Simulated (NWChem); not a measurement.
Molecule: cyclopentanone (C$_{5}$H$_{8}$O); SMILES O=C1CCCC1

```xyz
14

O      0.0000     0.0000     2.1246
C      0.0000     0.0000     0.9226
C      0.1251     1.2282     0.0286
C     -0.2229     0.7350    -1.3730
C      0.2229    -0.7350    -1.3730
C     -0.1251    -1.2282     0.0286
H     -0.4879     2.0552     0.4149
H      1.1776     1.5595     0.0897
H      0.2485     1.3230    -2.1737
H     -1.3133     0.7927    -1.5308
H      1.3133    -0.7927    -1.5308
H     -0.2485    -1.3230    -2.1737
H     -1.1776    -1.5595     0.0897
H      0.4879    -2.0552     0.4149
```
Atoms are numbered in this order, from 1.

Results from NWChem. Pople sets run with spherical d functions. Coordinates come from a PBE0/def2-SVP optimisation. Total energies compare along this basis series because the functional is fixed.

```json
[
 {"level": "B3LYP/STO-3G", "basis functions": "38", "energy (Ha)": "-267.1705", "highest occupied level (eV)": "-3.79", "orbital gap (eV)": "6.42", "dipole (D)": "1.69"},
 {"level": "B3LYP/3-21G", "basis functions": "70", "energy (Ha)": "-269.0911", "highest occupied level (eV)": "-6.24", "orbital gap (eV)": "6.11", "dipole (D)": "2.60"},
 {"level": "B3LYP/6-31G*", "basis functions": "100", "energy (Ha)": "-270.5674", "highest occupied level (eV)": "-6.40", "orbital gap (eV)": "6.06", "dipole (D)": "2.85"},
 {"level": "B3LYP/6-31+G*", "basis functions": "124", "energy (Ha)": "-270.5796", "highest occupied level (eV)": "-6.77", "orbital gap (eV)": "6.01", "dipole (D)": "3.26"},
 {"level": "B3LYP/def2-SVP", "basis functions": "124", "energy (Ha)": "-270.3751", "highest occupied level (eV)": "-6.59", "orbital gap (eV)": "6.05", "dipole (D)": "2.81"},
 {"level": "B3LYP/def2-SVPD", "basis functions": "187", "energy (Ha)": "-270.3949", "highest occupied level (eV)": "-6.86", "orbital gap (eV)": "5.99", "dipole (D)": "3.26"},
 {"level": "B3LYP/def2-TZVP", "basis functions": "234", "energy (Ha)": "-270.6800", "highest occupied level (eV)": "-6.76", "orbital gap (eV)": "6.01", "dipole (D)": "3.14"},
 {"level": "B3LYP/6-311++G**", "basis functions": "188", "energy (Ha)": "-270.6522", "highest occupied level (eV)": "-6.82", "orbital gap (eV)": "5.94", "dipole (D)": "3.26"}
]
```
